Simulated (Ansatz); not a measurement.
C$_{4}$H$_{5}$, doublet, at a GFN2-xTB geometry. Base run: B3LYP/6-31G* (Ansatz, a program for electronic structure).

Ansatz was given this input:
Ansatz 0.2 input:
```yaml
crystal:
  periodic: [false, false, false]
  atoms:
    - {symbol: C, position_ang: [0.03643608, 1.13523166, 0.30091216]}
    - {symbol: C, position_ang: [0.06332066, -1.14075396, 0.27440395]}
    - {symbol: C, position_ang: [0.78434756, 0.01305905, -0.32576129]}
    - {symbol: C, position_ang: [-0.65722656, -0.00261496, -0.44203833]}
    - {symbol: H, position_ang: [-0.05911017, 1.19718400, 1.38170604]}
    - {symbol: H, position_ang: [0.07077611, 2.09485536, -0.19578110]}
    - {symbol: H, position_ang: [-0.03043843, -1.23009773, 1.35343571]}
    - {symbol: H, position_ang: [0.12017894, -2.08747192, -0.24449230]}
    - {symbol: H, position_ang: [-1.46267287, -0.00400040, -1.13996730]}
basis:
  gaussian:
    orbitals: 6-31G*
hamiltonian:
  xc: b3lyp
magnetization: {spin_polarized: true, initial_magnetization: 1}
```

Variants of this job, named by their change:

| change | basis functions | E (Eh) |
|---|---|---|
| base | 70 | -155.25907 |
| basis = cc-pVTZ-DK; relativity = none | 190 | -155.31407 |
| basis = x2c-TZVPall; relativity = spin-free X2C; nucleus = Gaussian | 154 | -155.37845 |
| basis = jorge-DZP-DKH; relativity = spin-free X2C | 85 | -155.32554 |
| basis = x2c-TZVPall; relativity = spin-free X2C | 154 | -155.37846 |
| basis = cc-pVTZ-DK; relativity = spin-free X2C | 190 | -155.37584 |
| basis = jorge-DZP-DKH; relativity = spin-free X2C; nucleus = Gaussian | 85 | -155.32553 |
| basis = jorge-DZP-DKH; relativity = none | 85 | -155.26456 |
| basis = x2c-TZVPall; relativity = none | 154 | -155.31667 |
| basis = cc-pVTZ-DK; relativity = spin-free X2C; nucleus = Gaussian | 190 | -155.37582 |

Totals shift with the method and basis; they matter in differences.

Ansatz warned in this series: the basis is contracted for relativity, which the run leaves out.

Basis sets contracted for a relativistic Hamiltonian are a mismatch without it, so the rows without relativity aren't non-relativistic limits. No row has spin-orbit coupling; sets with core potentials leave out the core electrons.
